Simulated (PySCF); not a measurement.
Members of one series of related molecules.

All values: PBE0/pcSseg-1 (PySCF) at GFN2-xTB geometries, gas phase, one conformer each.

(1) Rank by dipole moment, lowest first.
A. `[CH3:1][CH2:2][C@@H:3]1[CH2:4][O:5][Si@H:6]([SiH3:7])[CH2:8]1` with C1–C2–C3–C4 -76°, C2–C3–C4–O5 -78°, C3–C4–O5–Si6 -32°, C4–O5–Si6–Si7 132°, O5–Si6–C8–C3 15°
B. `[CH3:1][CH2:2][Si@@H:3]1[CH2:4][O:5][C@@H:6]([SiH3:7])[CH2:8]1` with C1–C2–Si3–C4 177°, C2–Si3–C4–O5 -136°, Si3–C4–O5–C6 42°, C4–O5–C6–Si7 -176°, O5–C6–C8–Si3 33°
C. `[CH3:1][CH2:2][SiH2:3][C@@H:4]1[CH2:5][O:6][C@@H:7]([SiH3:8])[CH2:9]1` with C1–C2–Si3–C4 59°, C2–Si3–C4–C5 173°, Si3–C4–C5–O6 -162°, C4–C5–O6–C7 26°, C5–O6–C7–Si8 -125°, O6–C7–C9–C4 -21°

(2) Rank by the highest Hirshfeld charge on any atom, highest value first.
A. `CCC[C@@H]1CO[C@H]([SiH3])C1`
B. `CC[Si@@H]1CO[C@@H]([SiH3])C1`
C. `[C@@H]1(CC)CO[Si@H]([SiH3])C1`

(3) Rank by HOMO energy, highest first.
A. `C1O[C@H]([SiH3])C[C@@H]1CCC`
B. `CC[C@@H]1CO[Si@H]([SiH3])C1`
C. `CC[Si@@H]1CO[C@@H]([SiH3])C1`

Results:

(1) A (1.79 D), C (1.99 D), B (2.19 D).

(2) B (+0.366 e), C (+0.333 e), A (+0.305 e).

(3) A (-6.88 eV), C (-7.08 eV), B (-7.56 eV).

All values together:

| SMILES | formula | μ (D) | HOMO (eV) | LUMO (eV) | lowest IAO charge (e) | highest IAO charge (e) | lowest Hirshfeld charge (e) | highest Hirshfeld charge (e) |
| --- | --- | --- | --- | --- | --- | --- | --- | --- |
| CC[Si@@H]1CO[C@@H]([SiH3])C1 | C5H14OSi2 | 2.19 | -7.08 | 0.78 | -0.555 (C) | +0.868 (Si) | -0.171 (C) | +0.366 (Si) |
| CC[C@@H]1CO[Si@H]([SiH3])C1 | C5H14OSi2 | 1.79 | -7.56 | -0.10 | -0.654 (O) | +0.840 (Si) | -0.241 (O) | +0.333 (Si) |
| CC[SiH2][C@@H]1CO[C@@H]([SiH3])C1 | C6H16OSi2 | 1.99 | -6.84 | 0.68 | -0.529 (C) | +0.747 (Si) | -0.155 (C) | +0.341 (Si) |
| CCC[C@@H]1CO[C@H]([SiH3])C1 | C7H16OSi | 2.10 | -6.88 | 0.92 | -0.418 (C/O) | +0.611 (Si) | -0.156 (O) | +0.305 (Si) |

Conformers: `[CH3:1][CH2:2][Si@@H:3]1[CH2:4][O:5][C@@H:6]([SiH3:7])[CH2:8]1` with C1–C2–Si3–C4 177°, C2–Si3–C4–O5 -136°, Si3–C4–O5–C6 42°, C4–O5–C6–Si7 -176°, O5–C6–C8–Si3 33°; `[CH3:1][CH2:2][C@@H:3]1[CH2:4][O:5][Si@H:6]([SiH3:7])[CH2:8]1` with C1–C2–C3–C4 -76°, C2–C3–C4–O5 -78°, C3–C4–O5–Si6 -32°, C4–O5–Si6–Si7 132°, O5–Si6–C8–C3 15°; `[CH3:1][CH2:2][SiH2:3][C@@H:4]1[CH2:5][O:6][C@@H:7]([SiH3:8])[CH2:9]1` with C1–C2–Si3–C4 59°, C2–Si3–C4–C5 173°, Si3–C4–C5–O6 -162°, C4–C5–O6–C7 26°, C5–O6–C7–Si8 -125°, O6–C7–C9–C4 -21°; `[CH3:1][CH2:2][CH2:3][C@@H:4]1[CH2:5][O:6][C@H:7]([SiH3:8])[CH2:9]1` with C1–C2–C3–C4 176°, C2–C3–C4–C5 -177°, C3–C4–C5–O6 -150°, C4–C5–O6–C7 6°, C5–O6–C7–Si8 141°, O6–C7–C9–C4 -33°.
